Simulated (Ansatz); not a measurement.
Two isomers of CH7NOSi2: A = `N[C@H]1O[Si@@H]1[SiH3]`, B = `C=N[SiH](O)[SiH3]`.

Program: Ansatz. Geometries: PBE0-D4/def2-TZVP. ΔE: electronic, gas phase. CCSD(T)/CBS adds triple-zeta CCSD(T) − MP2 to the extrapolated MP2 energy (def2 sets, frozen cores). Functionals use def2-TZVPP. One conformer a species, not always the lowest.

Task: Which is lower in electronic energy at CCSD(T)/CBS, and by how much? (An estimate is asked.)

Result: Computed: B, by 38.1 kcal/mol.

Task: Give E(B) − E(A) in kcal/mol with HF/def2-TZVPP, MP2/def2-TZVPP, CCSD(T)/def2-SVP, PBE-D4, PBE0-D4, r2SCAN-D4, LDA (SPW92). (An estimate is asked.)

Result: Ansatz gave: HF/def2-TZVPP -48.1, MP2/def2-TZVPP -37.7, CCSD(T)/def2-SVP -37.5, PBE-D4 -30.9, PBE0-D4 -33.0, r2SCAN-D4 -34.1, LDA (SPW92) -26.1. None reverses the order clearly.

Task: Does the order hold for the free energy at 298.15 K (harmonic terms from PBE0-D4)? (Best estimate.)

Result: Ansatz gave: Yes: G(B) − G(A) = -40.6 kcal/mol, for one conformer each.

Largest T1 diagnostic: 0.015.

From BLYP to BHLYP (50 % exact exchange), in def2-TZVPP and without D4, E(B) − E(A) moves by −3.8 kcal/mol. In def2-TZVPP, CCSD(T) changes the Hartree–Fock value by +9.6 kcal/mol (the triples alone add +1.3 kcal/mol) and MP2 by +10.4 kcal/mol.
